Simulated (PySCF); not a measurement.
**Solvent effects on NMR parameters**

Geometry:
| atom | x (Å) | y (Å) | z (Å) |
| --- | --- | --- | --- |
| O1 | 2.280 | 0.235 | -1.786 |
| S2 | 1.934 | -0.044 | -0.414 |
| O3 | 2.582 | 0.608 | 0.704 |
| O4 | 2.059 | -1.640 | -0.223 |
| C5 | 0.169 | 0.164 | -0.219 |
| C6 | -0.575 | 0.877 | -1.158 |
| N7 | -1.878 | 1.069 | -0.968 |
| C8 | -2.413 | 0.548 | 0.131 |
| C9 | -1.653 | -0.180 | 1.054 |
| N10 | -0.352 | -0.367 | 0.874 |
| H11 | 1.866 | -1.836 | 0.709 |
| H12 | -0.107 | 1.282 | -2.059 |
| H13 | -3.484 | 0.706 | 0.293 |
| H14 | -2.110 | -0.615 | 1.949 |

GIAO PBE0/pcSseg-1 in PySCF 2.14.0 with density-fitted response routines on one PBE0-D3(BJ)/def2-SVP conformer, non-relativistic, equivalent nuclei averaged. Solvents enter as an IEF-PCM continuum (tetrahydrofuran with ε = 7.4, methanol with ε = 32.6) around the gas-phase geometry. Shifts are referred to CS2, TMS computed in the same medium.

Gas phase, δ in ppm: S2 306.2, C5 159.8, C8 154.0, C9 148.7, C6 148.2, H12 9.39, H13 8.89, H14 8.55, H11 5.88. Dipole moment 5.11 D.

(1) How does each δ change in the continuum?

(2) Which nuclei move most (in ppm), and what does the model miss?

Results:

(1) 
```tsv
atoms	environment	Δδ, tetrahydrofuran	Δδ, methanol
S2	sulfonyl sulfur	+3.5	+4.1
C5	aromatic carbon bearing sulfur	+0.3	+0.4
C8	aromatic CH next to a ring nitrogen	+3.1	+3.7
C9	aromatic CH next to a ring nitrogen	+2.9	+3.5
C6	aromatic CH next to a ring nitrogen	+0.9	+1.0
H12	hydrogen on an aromatic CH next to a ring nitrogen	+0.01	0.00
H13	hydrogen on an aromatic CH next to a ring nitrogen	+0.22	+0.26
H14	hydrogen on an aromatic CH next to a ring nitrogen	+0.31	+0.37
H11	hydrogen on an oxygen bonded to S	+0.80	+0.96
```

Changes are relative to the gas phase. The dipole moment becomes 6.24 D in tetrahydrofuran, 6.46 D in methanol.

(2) S2 (sulfonyl sulfur, +4.1 ppm) in methanol. A continuum only polarises the solute; specific hydrogen bonds, the anisotropy of aromatic solvents and changes of geometry or conformer are outside it.
